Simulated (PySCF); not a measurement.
## Polarisability and C₆ of Si⁻ (silicon, charge -1)

[Ne] 3s2 3p3, high-spin 4S determinant. All numbers are calculated (PySCF 2.14, no relativity, point nucleus, in aug-cc-pwCVTZ (8s7p5d3f, 75 functions)). Coupled (time-dependent) response in atomic units; α is the mean over directions.

```
method  mean α (bohr³)  C₆ (like pair)  S(−4)
   UHF           106.3            1465   5032
```

S(−4) is the Cauchy moment in α(ω) = α(0) + S(−4) ω² + …

α(iu) at UHF:

| u (hartree) | α(iu) (bohr³) |
| --- | --- |
| 0 | 106.3 |
| 0.0500 | 95.64 |
| 0.100 | 76.12 |
| 0.200 | 46.24 |
| 0.300 | 29.48 |
| 0.500 | 14.28 |
| 0.750 | 7.340 |
| 1.00 | 4.451 |
| 1.50 | 2.172 |
| 2.00 | 1.314 |
| 3.00 | 0.6638 |
| 5.00 | 0.2932 |

A single London oscillator, α(iu) = α/(1 + u²/ω²), gives C₆ = (3/4) ω α². Matching the computed C₆ needs ω = 4 × 1465 / (3 × 106.3²) = 0.173 hartree.

For an ion, C₆ is the dispersion term alone; charge-induced terms of lower order in 1/R come first.
